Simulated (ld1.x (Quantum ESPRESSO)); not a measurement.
## Al, ultrasoft: configuration errors across variants

- Element: aluminium (Al)
- Generator: ld1.x (Quantum ESPRESSO) 7.5
- Type: ultrasoft
- Functional: PBE
- Relativity: scalar-relativistic
- Frozen core: [Ne]
- Valence charge: 3
- Reference configuration: 3s2 3p1
- Partial waves: 3s (bound): rcut 1.45, rcutus 1.85 bohr; 3s channel at 1.3 Ry: rcut 1.45, rcutus 1.85 bohr; 3p (bound): rcut 1.75, rcutus 2.40 bohr; 3p channel at 4.55 Ry: rcut 1.75, rcutus 2.40 bohr; 3d channel at 0.15 Ry: rcut 1.75, rcutus 2.15 bohr; 3d channel at 2.35 Ry: rcut 1.75, rcutus 2.15 bohr
- Local potential: all-electron potential smoothed inside 2.25 bohr (lloc = -1)
- Core correction: Bessel-smoothed model core inside 1.50 bohr
- Augmentation charge: PSQ, inside the norm-conserving radii

All-electron excitation energies from the reference (eV): (1) 3s2 3p0 5.761; (2) 3s1 3p0 24.987; (3) 3s2 3p0.5 2.086; (4) 3s1 3p1 11.571; (5) 3s2 3p1.3 -0.575; (6) 3s1 3p2 5.139; (7) 3s0 3p3 10.451.

1 further variants failed, have other tests or too few solved ones, and are left out.

Errors AE − PS in meV (a dash: test not solved or not reliable):

```tsv
change	(1)	(2)	(3)	(4)	(5)	(6)	(7)	bound ghosts
base	+0.5	+1.9	0.0	-6.1	+0.1	-2.4	-14	none
local potential all-electron potential smoothed inside 2.40 bohr (lloc = -1)	+0.5	+1.9	0.0	-6.2	+0.1	-2.4	-14	none
waves 3d channel at 0.15 Ry: rcut 1.75, rcutus 2.98 bohr; 3d channel at 2.35 Ry: rcut 1.75, rcutus 2.98 bohr	+0.5	+1.9	0.0	-6.1	+0.1	-2.4	-14	none
wave 3p channel at 4.55 Ry: rcut 1.75, rcutus 2.40 bohr becomes 3p channel at 2.05 Ry: rcut 1.75, rcutus 2.40 bohr	+0.5	+1.9	0.0	-0.9	0.0	-0.7	-2.2	none
waves 3s (bound): rcut 1.45, rcutus 1.96 bohr; 3s channel at 1.3 Ry: rcut 1.45, rcutus 1.96 bohr	+0.4	+2.1	0.0	-5.9	+0.1	-2.2	-13	none
core correction Bessel-smoothed model core inside 0.92 bohr	+0.4	-7.1	0.0	-11	0.0	-5.5	-27	none
```

Task: Give the same row for: augmentation built from norm-conserving waves at rcut, not smoothed further.

Result: +0.5, +7.6, -0.3, -8.7, -0.1, -2.6, -14; bound ghosts: none.
